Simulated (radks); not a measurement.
Hf2+, configuration [Xe] 4f14 5d1.75 6d0.25 (fractional occupations, a model configuration). All-electron calculation, Dirac Kohn-Sham, PBE, spin-unpolarised, spherical densities, finite nucleus; open shells fill j = l - 1/2 first; Fermi nuclear charge, rms radius 5.347 fm. Program: a radial shooting solver on a logarithmic mesh with Libxc functionals.

Unscreened Slater integrals over Kohn-Sham orbitals (cm^-1). Large and small components are both included. Empty in this configuration: 6s1/2.

F0(6d3/2,6d3/2): 33914
F2(6d3/2,6d3/2): 18141
F0(6d3/2,5d3/2): 43655
F2(6d3/2,5d3/2): 10432
G0(6d3/2,5d3/2): 3125.9
G2(6d3/2,5d3/2): 3838.9
F0(6d3/2,4f7/2): 47439
F2(6d3/2,4f7/2): 4233.8
G3(6d3/2,4f7/2): 1364.3
G5(6d3/2,4f7/2): 1064.1
F0(6d3/2,4f5/2): 47471
F2(6d3/2,4f5/2): 4157.2
G1(6d3/2,4f5/2): 1500.5
G3(6d3/2,4f5/2): 1325.3
F0(6d3/2,6s1/2): 41260
G2(6d3/2,6s1/2): 5111.4
F0(5d3/2,5d3/2): 97070
F2(5d3/2,5d3/2): 49657
F0(5d3/2,4f7/2): 126200
F2(5d3/2,4f7/2): 28743
G3(5d3/2,4f7/2): 10445
G5(5d3/2,4f7/2): 7918.2
F0(5d3/2,4f5/2): 126420
F2(5d3/2,4f5/2): 28244
G1(5d3/2,4f5/2): 12405
G3(5d3/2,4f5/2): 10049
F0(5d3/2,6s1/2): 75599
G2(5d3/2,6s1/2): 23022
F0(4f7/2,4f7/2): 299950
F2(4f7/2,4f7/2): 141900
F4(4f7/2,4f7/2): 88910
F6(4f7/2,4f7/2): 63931
F0(4f7/2,4f5/2): 302550
F2(4f7/2,4f5/2): 143250
F4(4f7/2,4f5/2): 89776
G2(4f7/2,4f5/2): 142760
G4(4f7/2,4f5/2): 89487
G6(4f7/2,4f5/2): 64358
F0(4f7/2,6s1/2): 86574
G3(4f7/2,6s1/2): 3108.3
F0(4f5/2,4f5/2): 305210
F2(4f5/2,4f5/2): 144650
F4(4f5/2,4f5/2): 90683
F0(4f5/2,6s1/2): 86667
G3(4f5/2,6s1/2): 3030.3
F0(6s1/2,6s1/2): 66285
